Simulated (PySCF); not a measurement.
## Solvent effects on NMR parameters

Structure with atom numbers: `[CH2:1]=[CH:2][O:3]/[CH:4]=[CH:5]\[O:6][C:7]([CH3:8])=[O:9]`; H(Xn) means a hydrogen on atom n. Ha(C1) is cis to O3; Hb(C1) is trans to O3.

GIAO PBE0/pcSseg-1 in PySCF 2.14.0 with density-fitted response routines on one PBE0-D3(BJ)/def2-SVP conformer, non-relativistic, equivalent nuclei averaged. Solvents enter as an IEF-PCM continuum (chloroform with ε = 4.7, dimethylsulfoxide with ε = 46.8) around the gas-phase geometry. Shifts are referred to TMS computed in the same medium.

In chloroform, δ in ppm: C7 172.4, C2 158.3, C4 136.0, C5 121.0, C1 95.9, C8 22.4, H(C5) 6.96, H(C2) 6.52, H(C4) 5.92, Ha(C1) 4.88, Hb(C1) 4.48, H(C8) 2.22. Dipole moment 1.90 D.

Question: How does each δ change in the more polar medium?

Answer: 
```tsv
atoms	environment	Δδ, dimethylsulfoxide
C7	ester carbonyl carbon	+1.2
C2	alkene carbon bearing oxygen	+1.0
C4	alkene carbon bearing oxygen	+0.8
C5	alkene carbon bearing oxygen	0.0
C1	β carbon of an enol-ether or enamine type C=C	-0.2
C8	methyl carbon α to a carbonyl	+0.4
H(C5)	hydrogen on an alkene carbon bearing oxygen	+0.01
H(C2)	hydrogen on an alkene carbon bearing oxygen	+0.14
H(C4)	hydrogen on an alkene carbon bearing oxygen	+0.17
Ha(C1)	hydrogen on a β carbon of an enol-ether or enamine type C=C	-0.02
Hb(C1)	hydrogen on a β carbon of an enol-ether or enamine type C=C	+0.06
H(C8)	hydrogen on a methyl carbon α to a carbonyl	+0.05
```

Changes are relative to chloroform. The dipole moment becomes 2.03 D in dimethylsulfoxide.

Question: Which nuclei move most (in ppm), and what does the model miss?

Answer: C7 (ester carbonyl carbon, +1.2 ppm) in dimethylsulfoxide. A continuum only polarises the solute; specific hydrogen bonds, the anisotropy of aromatic solvents and changes of geometry or conformer are outside it.
